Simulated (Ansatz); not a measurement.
Cost and result for the atomization energy of CH2FGaOS, SMILES `O[C](=S)[GaH][F]` (7 atoms, 6 bonds).

Total charge 0; spin multiplicity 1. Correlated methods include outer-core shells of Ga, which these sets cover unevenly. Scalar relativity is left out up to krypton. The structure was optimised at the PBE0-D4/def2-TZVP level. It is one conformer, not always the lowest. Program: Ansatz. All runs use 4 threads of an Arm Neoverse V1 on a shared host. Times are those of one run each, without the atoms' runs, and a repeat can differ threefold. Electronic energies, without spin–orbit coupling; frozen cores. CCSD(T)/CBS adds CCSD(T) − MP2 in def2-TZVPP to the MP2 limit, and its time is that of the two runs behind it. T1 = 0.017. With those shells the extrapolation isn't a true limit. B3LYP takes the VWN-RPA correlation (the form of Gaussian; ORCA's B3LYP/G).

CCSD(T)/CBS is a level of theory with its own doubt, some kJ/mol a heavy atom from the limit and from the frozen cores, so smaller differences don't rank the functionals.

```
                            level  functions  wall time
             revPBE-D4/def2-TZVPP        211      1.7 s
               PBE0-D4/def2-TZVPP        211      2.8 s
              BHLYP-D4/def2-TZVPP        211        3 s
          CAM-B3LYP-D4/def2-TZVPP        211      3.3 s
B3LYP-D4/def2-TZVPP (with forces)        211      3.8 s
                B2PLYP/def2-TZVPP        211      4.8 s
                 CCSD(T)/def2-SVP        102      5.5 s
                B97M-V/def2-TZVPP        211        7 s
               ωB97X-V/def2-TZVPP        211        7 s
 ωB97M-V/def2-TZVPP (with forces)        211       11 s
                   MP2/def2-QZVPP        390       17 s
               CCSD(T)/def2-TZVPP        211      120 s
                CCSD(T)/CBS(def2)          –    2.2 min
```

(1) What atomization energy does each give, and how far from CCSD(T)/CBS? (An estimate is asked.)

Answers

(1) Computed: 
| level | atomization (kJ/mol) | difference from CCSD(T)/CBS | per bond |
| --- | --- | --- | --- |
| revPBE-D4/def2-TZVPP | 2432.6 | 2.8 | 0.5 |
| PBE0-D4/def2-TZVPP | 2423.2 | -6.6 | -1.0 |
| BHLYP-D4/def2-TZVPP | 2265.6 | -164.2 | -27.4 |
| CAM-B3LYP-D4/def2-TZVPP | 2411.5 | -18.3 | -3.1 |
| B3LYP-D4/def2-TZVPP (with forces) | 2395.0 | -34.8 | -5.8 |
| B2PLYP/def2-TZVPP | 2388.8 | -41.0 | -6.8 |
| CCSD(T)/def2-SVP | 2261.3 | -168.5 | -28.1 |
| B97M-V/def2-TZVPP | 2443.5 | 13.7 | 1.9 |
| ωB97X-V/def2-TZVPP | 2431.5 | 1.7 | 0.3 |
| ωB97M-V/def2-TZVPP (with forces) | 2426.5 | -3.3 | -0.5 |
| MP2/def2-QZVPP | 2505.0 | 75.2 | 12.5 |
| CCSD(T)/def2-TZVPP | 2358.0 | -71.8 | -12.0 |
| CCSD(T)/CBS(def2) | 2429.8 | 0.0 | 0.0 |

At CCSD(T), def2-SVP lies −168.6 kJ/mol from the extrapolated value and def2-TZVPP −71.8 kJ/mol: correlation converges slowly with the basis, and small sets miss more of it in the bonded molecule than in its fragments. Leaving LDA and LC-ωPBE aside and taking each functional with its dispersion term where it has one, the values, not all of them listed here, spread over 258.3 kJ/mol, from BHLYP-D4 to PBE-D4. LDA lies +410.9 kJ/mol from PBE without D4, its usual overbinding. From PBE to PBE0 (25 % exact exchange), in def2-TZVPP and without D4, the atomization energy moves by −98.1 kJ/mol: exact exchange takes away binding that semilocal exchange gives to molecules.
